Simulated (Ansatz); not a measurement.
# Worked example: C4H4BrN + Ge(CH3)4 → C5H7N + Ge(CH3)3Br

Gas-phase species: C4H4BrN `Brc1ccc[nH]1`, singlet; Ge(CH3)4 (tetramethylgermane), singlet; C5H7N `Cc1ccc[nH]1`, singlet; Ge(CH3)3Br (bromotrimethylgermane), singlet. The partners trade Br for CH3: C–Br and Ge–CH3 bonds give way to C–CH3 and Ge–Br.

Shapes, held fixed at every level: PBE0-D4/def2-TZVP. Programs: Ansatz 0.2.0. Electronic energies: no zero-point or thermal term.

At CCSD(T)/def2-TZVPP; 1 Eh = 2625.50 kJ/mol:

| species | energy (Eh) |
| --- | --- |
| C4H4BrN | -2781.903937 |
| Ge(CH3)4 | -2234.996791 |
| C5H7N | -249.042431 |
| Ge(CH3)3Br | -4767.911709 |

Q: Work out ΔE of the reaction at this level.

A: 
1. Products less reactants: (-249.042431) + (-4767.911709) − [(-2781.903937) + (-2234.996791)] = -0.053412 Eh = -140.2 kJ/mol.

Other levels give -155.0 (CCSD(T)/def2-SVP) to -138.7 kJ/mol (MP2/def2-TZVPP). No measured value is set beside it here. Relativity is left out for Br, Ge. Outer-core shells of Br, Ge are correlated, in sets that cover them unevenly. The median of the other correlated levels is -148.1 kJ/mol.
